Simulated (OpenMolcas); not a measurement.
# V2+: effect of the metal basis and ligand basis

V2+ with 6 ligands (chloride) in octahedral coordination (Oh) at 2.55 Å. A charge of +0.667 e stands 2.6 Å behind each ligand.

| Quantity | Value |
| --- | --- |
| Program | OpenMolcas |
| Method | SS-CASPT2, IPEA 0.25 Eh, imaginary shift 0.1 Eh (closed shells correlated: 3s 3p and the ligand valence shells) |
| Spin-orbit coupling | RASSI with atomic mean-field integrals over the reference wave functions |

Fixed: active space 3 electrons in 5 orbitals (3d), DKH2 Hamiltonian.

States (labels of O, the rotations of Oh). Energies in cm-1 above the lowest state or level, χT in cm3 K/mol.

| Run | Metal basis | Ligand basis | Ground state | First state of that spin | First gap with spin-orbit (degeneracies) | χT at 300 K | First state of another spin | Cost |
| --- | --- | --- | --- | --- | --- | --- | --- | --- |
| A | ANO-RCC-VDZP | ANO-RCC-VDZP | 4A2 | 4T2 6150 | 6080 (4, 2) | 1.839 | 2E 12750 | roughly 2.1 core-minutes |
| B | ANO-RCC-VTZP | ANO-RCC-VTZP | 4A2 | 4T2 5810 | 5740 (4, 2) | 1.839 | 2E 11610 | roughly 19 core-minutes |

Against A, the first state of the same spin changes by -5.5 % in B.

Costs are those of the CASPT2 steps.

Roots that are degenerate in the reference are averaged as groups; the widest CASPT2 spread within a group is 600 cm-1 (the 3-fold group of multiplicity 4 near 9990 cm-1 above the lowest state of its run, A). Shifts and gaps below about the spread of the groups concerned are not significant. Over all roots computed the reference weight is 0.67 to 0.68 in A, 0.63 to 0.64 in B; a low but even weight reflects the number of correlated electrons. Ligand-to-metal charge-transfer states are missing. These CASPT2 states fit no ligand-field parameters well, so their order and spin gaps are uncertain. With no ligand orbital active B as a rule stays too high, so bands that hang on it stand too high and its fall with covalency is understated. With one d shell and no ligand orbital active, 10Dq can be off by tens of per cent for divalent 3d ions, low with halides held by bare charges and at times high in hosts. Free-ion shares, where given, are those of the reference states; single-state CASPT2 does not remix them. No measured value stands beside these numbers; the geometry was imposed, not optimised, and the real ion may take another.
